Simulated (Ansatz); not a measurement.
`[NH2][Ta]([OH])(=[S])[Cl]` + HCl → `[NH2][Ta](=[S])([Cl])[Cl]` + H₂O at 500 K and 1 bar (ligand exchange at a Ta–O bond).

Calculated with Ansatz (gas phase, PBE0-D4/def2-TZVP geometries, no zero-point term in ΔE). CCSD(T)/CBS adds triple-zeta CCSD(T) − MP2 to the extrapolated MP2 energy (def2 sets, frozen cores). This one scheme is used for every species. Elements past krypton have def2 core potentials. For Ta outer-core shells are correlated without core-valence functions, which leaves a few kJ/mol of doubt a bond. Each species was taken in one conformer, which may not be the lowest.

```tsv
species	CCSD(T)/CBS energy (Eh)	H − E (kJ/mol)	S (J/(mol·K))
`[NH2][Ta]([OH])(=[S])[Cl]`	-1046.34802	158.4	445.3
HCl	-460.38127	32.5	201.9
`[NH2][Ta](=[S])([Cl])[Cl]`	-1430.35946	124.7	442.5
H₂O	-76.37941	73.2	206.3
```

H − E and S are ideal-gas, rigid-rotor, harmonic terms from PBE0-D4/def2-TZVP, for one conformer and one mirror image of each species. 1 Eh = 2625.50 kJ/mol, R = 8.31446 J/(mol·K).

Q: By hand: ΔE, ΔH, ΔS and ΔG.

A: ΔE = (-1430.35946) + (-76.37941) − (-1046.34802) − (-460.38127) = -0.00958 Eh = -25.2 kJ/mol. Δ(H − E) = 124.7 + 73.2 − 158.4 − 32.5 = 7.0, so ΔH = -18.2 kJ/mol. ΔS = 442.5 + 206.3 − 445.3 − 201.9 = 1.6 J/(mol·K). ΔG = -18.2 − 500 × (1.6)/1000 = -19.0 kJ/mol.

Q: By hand: the equilibrium constant, and the temperature at which ΔG would vanish if ΔH and ΔS stayed fixed.

A: log₁₀ K = −ΔG/(RT ln 10) = 2.0. ΔH and −TΔS have one sign here, so there is no such temperature.

The number of gas molecules stays the same, so ΔS is small and ΔH decides. A doubt of 5 kJ/mol in ΔE shifts log₁₀ K by 0.5 here. Other conformers and mirror images would add mixing entropy, several J/(mol·K) or more a flexible species. These are equilibria of isolated gas molecules and say nothing of rates. Largest T1 diagnostic: 0.020 (customary marks: 0.02 for closed shells, 0.045 for open ones).

ΔS is within the doubt of such terms, so its sign, and with it that verdict, could turn.
